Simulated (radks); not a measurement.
Values are calculated unless marked as measured or tabulated.
The iodine ion I1.5+, 51.5 electrons, occupied as [Kr] 4d10 5p(up 2.5, down 2.5) 5s(up 0.25, down 0.25) (fractional occupations, a model configuration).

Code: a radial shooting solver on a logarithmic mesh with Libxc functionals. Model: scalar-relativistic Kohn-Sham, PBE, spin-polarised, spherical densities, finite nucleus; Fermi nuclear charge, rms radius 4.75 fm.

Energy parts (hartree):
| part | energy |
|---|---|
| total | -7114.80802 |
| kinetic | 7467.58870 |
| electron-nucleus | -17183.86893 |
| Hartree | 2781.93357 |
| exchange-correlation | -180.46137 |

Orbitals (lengths in bohr, moments of r in powers of bohr; <r^-3> diverges for s and p1/2; r(90%) holds 90 % of the orbital's charge):
orbital  occ.  eigenvalue (hartree)   <1/r>  <r^-3>     <r^2>  r(90%)
1s          2             -1212.712   56.83       -  0.001005  0.0490
2s          2             -187.9003   13.02       -   0.01619   0.181
2p          6             -168.7177   12.46    5772   0.01282   0.167
3s          2             -38.42446   4.668       -    0.1127   0.461
3p          6             -32.20747   4.438    1103    0.1130   0.468
3d         10             -22.89580   4.200   152.0   0.09857   0.453
4s          2              -7.25826   1.887       -    0.6179    1.07
4p          6              -5.30900   1.728   215.4    0.7131    1.16
4d         10              -2.46368   1.446   22.46    0.9829    1.40
5s        0.5              -1.18136  0.6929       -     3.985    2.72
5p          5              -0.76166  0.5769   24.82     5.634    3.27

The highest occupied level is 5p at -20.726 eV. The electron density at the nucleus is 2.569e+05 e/bohr^3 (large components only). The density falls to 0.001 e/bohr^3 at r = 4.11 bohr.
